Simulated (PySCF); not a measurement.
Cd(I)(OH) (CdHIO), SMILES [OH][Cd][I]. Atoms are numbered in the order given.

```xyz
4

Cd     0.0036     1.0745     0.0000
I     -0.0001    -1.4976     0.0000
O     -0.1144     3.0411     0.0000
H      0.7461     3.4671     0.0000
```

The structure is a stationary point at PBE0-D3(BJ)/def2-TZVP. The def2 effective core potentials stand for the cores of Cd, I; spin–orbit coupling is left out. The values are those of a single conformer.

Computed with HF/def2-TZVPD in PySCF.

Mulliken values depend strongly on the basis, most of all with diffuse functions as here. ESP charges are fitted to the potential on shells at 1.4 to 2.0 van der Waals radii. Atomic charges (e):

```tsv
atom	ESP fit	Mulliken
Cd1	(withheld)	1.05
I2	(withheld)	-0.42
O3	(withheld)	-0.95
H4	(withheld)	0.32
```

Problem. What belongs in the gaps? (Estimate from the structure and the level; the computed values follow.)

Solution. 
- Cd1, ESP fit: 0.87
- I2, ESP fit: -0.39
- O3, ESP fit: -0.80
- H4, ESP fit: 0.31
